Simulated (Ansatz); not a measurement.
Cost and result for the atomization energy of C2H3GaO (`O[C]1=[CH][GaH]1`) (7 atoms, 7 bonds).

Charge 0, multiplicity 1. Correlated methods include outer-core shells of Ga, which these sets cover unevenly. Scalar relativity is left out up to krypton. The geometry is a stationary point of PBE0-D4/def2-TZVP. It is one conformer, not always the lowest. Program: Ansatz. All runs use 2 threads of an Arm Neoverse V1 on a shared host. Times are those of one run each, without the atoms' runs, and a repeat can differ threefold. Electronic energies, without spin–orbit coupling; frozen cores. CCSD(T)/CBS adds CCSD(T) − MP2 in def2-TZVPP to the MP2 limit, and its time is that of the two runs behind it. T1 = 0.015. With those shells the extrapolation isn't a true limit. B3LYP takes the VWN-RPA correlation (the form of Gaussian; ORCA's B3LYP/G). HSE06 is the plane-wave form, built on full-range PBE exchange.

CCSD(T)/CBS is a level of theory with its own doubt, some kJ/mol a heavy atom from the limit and from the frozen cores, so smaller differences don't rank the functionals.

```json
{"level": "LDA (SPW92)/def2-TZVPP", "functions": "183", "wall time": "1.4 s"}
{"level": "revPBE-D4/def2-TZVPP", "functions": "183", "wall time": "2.4 s"}
{"level": "PBE-D4/def2-TZVPP (with forces)", "functions": "183", "wall time": "2.9 s"}
{"level": "PBE0-D4/def2-TZVPP", "functions": "183", "wall time": "3.3 s"}
{"level": "HSE06-D4/def2-TZVPP", "functions": "183", "wall time": "3.5 s"}
{"level": "CAM-B3LYP-D4/def2-TZVPP", "functions": "183", "wall time": "3.8 s"}
{"level": "B3LYP-D4/def2-TZVPP (with forces)", "functions": "183", "wall time": "4.3 s"}
{"level": "CCSD(T)/def2-SVP", "functions": "89", "wall time": "4.7 s"}
{"level": "B97M-V/def2-TZVPP", "functions": "183", "wall time": "10 s"}
{"level": "ωB97M-V/def2-TZVPP (with forces)", "functions": "183", "wall time": "13 s"}
{"level": "MP2/def2-QZVPP", "functions": "350", "wall time": "20 s"}
{"level": "CCSD(T)/def2-TZVPP", "functions": "183", "wall time": "77 s"}
{"level": "CCSD(T)/CBS(def2)", "functions": "–", "wall time": "97 s"}
```

Q: What atomization energy does each give, and how far from CCSD(T)/CBS? (Estimate.)

A: The calculation gave: 
| level | atomization (kJ/mol) | difference from CCSD(T)/CBS | per bond |
| --- | --- | --- | --- |
| LDA (SPW92)/def2-TZVPP | 2972.6 | 473.5 | 67.6 |
| revPBE-D4/def2-TZVPP | 2506.4 | 7.3 | 1.0 |
| PBE-D4/def2-TZVPP (with forces) | 2593.7 | 94.6 | 13.5 |
| PBE0-D4/def2-TZVPP | 2514.1 | 15.0 | 2.1 |
| HSE06-D4/def2-TZVPP | 2517.0 | 17.9 | 2.6 |
| CAM-B3LYP-D4/def2-TZVPP | 2488.8 | -10.3 | -1.5 |
| B3LYP-D4/def2-TZVPP (with forces) | 2472.6 | -26.5 | -3.8 |
| CCSD(T)/def2-SVP | 2358.3 | -140.8 | -20.1 |
| B97M-V/def2-TZVPP | 2511.3 | 12.2 | 1.7 |
| ωB97M-V/def2-TZVPP (with forces) | 2494.6 | -4.5 | -0.6 |
| MP2/def2-QZVPP | 2555.6 | 56.5 | 8.1 |
| CCSD(T)/def2-TZVPP | 2433.6 | -65.5 | -9.4 |
| CCSD(T)/CBS(def2) | 2499.1 | 0.0 | 0.0 |

From BLYP to BHLYP (50 % exact exchange), in def2-TZVPP and without D4, the atomization energy moves by −117.3 kJ/mol: exact exchange takes away binding that semilocal exchange gives to molecules. At CCSD(T), def2-SVP lies −140.8 kJ/mol from the extrapolated value and def2-TZVPP −65.5 kJ/mol: correlation converges slowly with the basis, and small sets miss more of it in the bonded molecule than in its fragments. Leaving LDA and LC-ωPBE aside and taking each functional with its dispersion term where it has one, the values, not all of them listed here, spread over 233.6 kJ/mol, from BHLYP-D4 to PBE-D4. LDA lies +391.8 kJ/mol from PBE without D4, its usual overbinding.
